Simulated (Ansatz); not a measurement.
A nudged elastic band was laid between two geometries of ClGaH2O + H2 (7 atoms, charge 0, multiplicity 1).

Computed with RKS PBE-D4/def2-SVP (Ansatz 0.2.0).

```
movable images  : 7
climbing image  : yes
spring          : 5.0 eV/Å²
optimiser       : quadratic models (default)
start path      : through a guess of the saddle point
force threshold : 0.05 eV/Å
iteration limit : 60
end points      : relaxed
```

First end point:

```xyz
7
Properties=species:S:1:pos:R:3
Ga -0.139 -0.300 0.040
Cl 0.157 -0.873 2.117
O 1.318 -0.374 -1.003
H 2.111 -0.655 -0.510
H -1.528 0.071 -0.551
H 0.136 2.417 0.623
H 0.141 2.043 1.297
```

Last end point:

```xyz
7
Properties=species:S:1:pos:R:3
Ga -0.580 0.695 0.283
Cl -0.117 -0.261 2.262
O 1.519 0.364 -0.146
H 1.627 -0.388 -0.763
H -1.235 -0.312 -0.736
H -0.686 2.257 0.360
H 1.667 -0.027 0.753
```

Q: What changes between the two ends?

A: Bonds broken: H6–H7. Bonds formed: Ga1–H6, O3–H7. ClGaH2O + H2 becomes ClGaH4O.

Q: What energy profile does the band end with?

A: The forces met the threshold. The highest image is number 3 of 0 to 8, 1.18 eV above the first end and 1.53 eV above the last; the last end lies 0.35 eV below the first. A vibrational analysis at the climbing image gives one clearly imaginary mode, 644i cm⁻¹: a first-order saddle point. The orbitals stay closed-shell, which can raise the energy where a bond breaks towards radicals; this wasn't checked here.

```tsv
image	path coordinate (Å)	energy (eV)	H6–H7 (Å)	Ga1–H6 (Å)	O3–H7 (Å)
0	0.00	0.00	0.77	2.79	3.54
1	0.74	0.18	0.78	2.40	3.10
2	1.48	0.38	0.80	2.13	2.97
3	2.22	1.18	1.13	1.71	3.04
4	3.09	0.96	2.14	1.58	3.55
5	3.97	0.92	3.00	1.57	3.42
6	4.85	0.85	3.18	1.57	2.54
7	5.72	0.55	3.09	1.56	1.55
8	6.60	-0.35	3.30	1.57	0.99
```

Q: What is the geometry of the highest image?

A: 
```xyz
7
Properties=species:S:1:pos:R:3
Ga -0.007 0.294 -0.084
Cl 0.051 0.024 2.430
O 1.652 -0.051 -0.691
H 1.694 -0.888 -1.189
H -1.396 -0.199 -0.593
H 0.091 1.861 0.584
H 0.110 1.288 1.556
```

Q: What are the harmonic wavenumbers there?

A: 644i, 132, 240, 281, 421, 546, 666, 682, 819, 988, 1046, 1356, 1683, 1975, 3733 cm⁻¹.

The band took 17 iterations and of the order of 7 core-minutes.

The run took 3.7 min on 2 threads of Arm Neoverse N1, on a shared host, peak memory 0.12 GiB.
